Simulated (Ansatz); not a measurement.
Molecule: sum formula BNH₂F, charge 0, multiplicity 2. It need not be the lowest isomer of its formula. 
Coordinates optimised at B3LYP-D3(BJ)/def2-TZVP (Ansatz, a program for electronic structure):
```xyz
5

B      0.1684     0.1379    -0.4888
F      1.1270    -0.4449     0.2227
N     -1.1090     0.3499     0.0053
H     -1.8323     0.7908    -0.5344
H     -1.3894     0.0740     0.9376
```
Charge 0, spin multiplicity 2.

Property: atomisation energy (electronic, to ground-state atoms), in kcal/mol. Correlated levels leave the core frozen unless marked. Open shells are spin-unrestricted. No spin-orbit coupling. Non-relativistic unless marked X2C. The coupled-cluster limit lacks core correlation, which all-electron functionals hold. Basis-set limits of correlation are two-point, X^-3; Hartree-Fock from the larger set (for Q and 5 zeta extrapolated as (X+1)exp(-9√X)).

| level | program | atomisation energy (kcal/mol) |
|---|---|---|
| CAM-B3LYP/def2-TZVPD | Ansatz | 454.1 |
| wB97M-V/def2-TZVPD | Ansatz | 449.1 |
| RI-MP2/CBS(cc-pVTZ,cc-pVQZ) | Ansatz | 460.8 |
| SCS-MP2/6-31G* | Ansatz | 410.0 |
| X2C-CCSD(T)/cc-pVTZ-DK | Ansatz | 431.4 |
| CCSD(T) with core electrons/cc-pwCVTZ | Ansatz | 434.9 |
| CCSD(T)/CBS(cc-pVQZ,cc-pV5Z) | Ansatz | 445.4 |
